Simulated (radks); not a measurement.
Species: the aluminium ion Al12+. Configuration: 1s1.

All-electron calculation, scalar-relativistic Kohn-Sham, exchange-only LDA, spin-polarised, spherical densities, point nucleus; open shells are filled with parallel spins first. Program: a radial shooting solver on a logarithmic mesh with Libxc functionals.

Energy parts (hartree):
| part | energy |
|---|---|
| total | -84.11303 |
| kinetic | 84.49267 |
| electron-nucleus | -169.18214 |
| Hartree | 4.05836 |
| exchange | -3.48193 |

Orbitals (lengths in bohr, moments of r in powers of bohr; <r^-3> diverges for s and p1/2; r(max) is where P^2 peaks):
orbital  occ.  eigenvalue (hartree)   r(max)     <r>  <r^-3>  <1/r>
1s up       1             -81.21531  0.07673  0.1156       -  13.01

The highest occupied level is 1s up at -2210.0 eV. The density falls to 0.001 e/bohr^3 at r = 0.52 bohr. Spin moment in Bohr magnetons: 1. Summed over all electrons, <r^2> = 0.01785 bohr^2, which gives a Langevin (diamagnetic) susceptibility term of -0.0141 x 10^-6 cm^3/mol.
